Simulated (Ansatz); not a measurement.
Cost and result for the atomization energy of C₃H₉BO (`BCC(C)O`) (14 atoms, 13 bonds).

```xyz
14

B     1.927    0.525    0.893
C     0.970   -0.093   -0.163
C    -0.503    0.172    0.069
C    -1.397   -0.384   -1.022
O    -0.799   -0.424    1.326
H     3.033    0.091    1.048
H     1.601    1.497    1.513
H     1.142   -1.165   -0.312
H     1.283    0.379   -1.112
H    -0.653    1.261    0.138
H    -1.255   -1.464   -1.113
H    -1.171    0.079   -1.985
H    -2.453   -0.195   -0.803
H    -1.728   -0.278    1.524
```

Total charge 0; spin multiplicity 1. The structure was optimised at the PBE0-D4/def2-TZVP level. It is one conformer, not always the lowest. Program: Ansatz. All runs use 4 threads of an AMD EPYC 7B13 on a shared host. Times are those of one run each, without the atoms' runs, and a repeat can differ threefold. Electronic energies, without spin–orbit coupling; frozen cores. CCSD(T)/CBS adds CCSD(T) − MP2 in def2-TZVPP to the MP2 limit, and its time is that of the two runs behind it. T1 = 0.010. B3LYP takes the VWN-RPA correlation (the form of Gaussian; ORCA's B3LYP/G).

CCSD(T)/CBS is a level of theory with its own doubt, some kJ/mol a heavy atom from the limit and from the frozen cores, so smaller differences don't rank the functionals.

```tsv
level	functions	wall time
PBE-D4/def2-TZVPP (with forces)	281	2.3 s
PBE0-D4/def2-TZVPP	281	2.6 s
r2SCAN-D4/def2-TZVPP (with forces)	281	3.9 s
B3LYP-D4/def2-TZVPP (with forces)	281	4.7 s
B2PLYP/def2-TZVPP	281	5.5 s
ωB97X-V/def2-TZVPP	281	6.5 s
ωB97M-V/def2-TZVPP (with forces)	281	10 s
MP2/def2-QZVPP	555	24 s
CCSD(T)/def2-TZVPP	281	2.8 min
CCSD(T)/CBS(def2)	–	3.2 min
```

**Question.** What atomization energy does each give, and how far from CCSD(T)/CBS? (Estimate.)

**Answer.** The calculation gave: 
```tsv
level	atomization (kJ/mol)	difference from CCSD(T)/CBS	per bond
PBE-D4/def2-TZVPP (with forces)	5441.1	97.7	7.5
PBE0-D4/def2-TZVPP	5372.1	28.7	2.2
r2SCAN-D4/def2-TZVPP (with forces)	5365.6	22.2	1.7
B3LYP-D4/def2-TZVPP (with forces)	5355.6	12.2	0.9
B2PLYP/def2-TZVPP	5302.1	-41.3	-3.2
ωB97X-V/def2-TZVPP	5357.1	13.7	1.0
ωB97M-V/def2-TZVPP (with forces)	5368.1	24.7	1.9
MP2/def2-QZVPP	5360.6	17.2	1.3
CCSD(T)/def2-TZVPP	5227.1	-116.3	-8.9
CCSD(T)/CBS(def2)	5343.4	0.0	0.0
```

In def2-TZVPP, CCSD(T) changes the Hartree–Fock value by +1205.4 kJ/mol (the triples alone add +62.5 kJ/mol) and MP2 by +1270.5 kJ/mol; breaking electron pairs costs correlation energy, which Hartree–Fock lacks. From PBE to PBE0 (25 % exact exchange), in def2-TZVPP and without D4, the atomization energy moves by −65.2 kJ/mol: exact exchange takes away binding that semilocal exchange gives to molecules. The D4 term adds +37.0 kJ/mol with B3LYP and +19.5 kJ/mol with PBE0; it sums over pairs of atoms, weighted by their polarisabilities, and B3LYP, whose exchange is more repulsive, gets the larger term.
